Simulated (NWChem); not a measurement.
## HGeI

```xyz
3

Ge    -1.0606     1.1590     0.0000
H      0.0767     2.2834     0.0000
I      0.6389    -0.7429     0.0000
```
Charge 0, spin multiplicity 1.

The numbers come from NWChem runs, not from measurements. All single points use one geometry, from PBE0/def2-SVP with def2 effective core potentials on I, a minimum by its harmonic frequencies.

Symmetry labels belong to the abelian group Cs used in the runs, with the axes of the coordinates shown.

Effective core potentials replace the inner electrons of I; spin-orbit coupling is left out. The structure started from a generated list of species.

Problem. List the lowest 4 singlet excitations that CIS/def2-SVPD with def2 effective core potentials on I gives, with oscillator strengths.

Solution. 
```json
[
 {"state": "1", "symmetry": "a\"", "energy (eV)": "2.88", "wavelength (nm)": "431", "f": "0.019"},
 {"state": "2", "symmetry": "a\"", "energy (eV)": "4.65", "wavelength (nm)": "266", "f": "0.004"},
 {"state": "3", "symmetry": "a'", "energy (eV)": "5.08", "wavelength (nm)": "244", "f": "0.001"},
 {"state": "4", "symmetry": "a'", "energy (eV)": "5.51", "wavelength (nm)": "225", "f": "0.194"}
]
```
